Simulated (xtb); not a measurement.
BiF₂Br, SMILES [F][Bi]([Br])[F]. All values are semi-empirical tight-binding results from xtb (GFN2-xTB unless named), good for trends rather than for accurate numbers. Geometry: GFN2-xTB.

For metal compounds this method's bond lengths and energies can be far off.

Computed properties:
| Property | Result |
|---|---|
| point group as xtb finds it | Cs |
| orbital gap | 6.13 eV |
| zero-point energy | 2.1 kcal/mol |
| G − E(el) at 298.15 K (modified RRHO) | -18.8 kcal/mol |
